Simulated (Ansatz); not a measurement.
A made-up structure of AlH₄SeO (charge +1), singlet:

O1  (-0.323, -0.181, -1.526)
Se2  (-0.656, -1.125, 0.171)
Al3  (0.485, 0.434, 1.596)
H4  (-1.149, 0.094, -1.958)
H5  (1.121, 1.674, 2.203)
H6  (0.337, -0.147, 3.043)
H7  (1.108, 1.644, 0.821)
(Å)

It is relaxed with PBE-D4/def2-SVP and then PBE0-D4/def2-TZVP (Ansatz 0.2.0). Atoms count as bonded within 1.22 times the sum of their covalent radii (H–H: 0.88 Å). The end point is not checked to be a true minimum.

Does its bonding change? (A judgement: the text doesn't fix the answer.)

The calculation gives: Yes. Formed: O1–H7; broken: Al3–H7.

Where it ends: The first stage lowers the energy by 3.47 eV in 19 steps. It ends as AlH₄SeO ([OH2][Se][AlH2]), total charge +1:
O1  (0.058, 0.334, -0.947)
Se2  (-0.495, -1.082, 0.279)
Al3  (0.373, 0.203, 2.085)
H4  (-0.688, 0.678, -1.468)
H5  (0.854, 1.472, 1.241)
H6  (0.369, -0.277, 3.566)
H7  (0.452, 1.064, -0.407)
(Å)

Labels in which every atom is bracketed show which atoms are joined, not bond orders.

For scale, one of the runs: PBE0-D4/def2-TZVP relaxation, 140 basis functions, launched by `ansatz run in.yaml --threads 2 --pin off --events-out ev --progress --plain --max-ram 4352MiB`. Hardware: 2 CPU threads of an Intel Xeon Platinum 8488C, shared host. Wall time about 18 s.
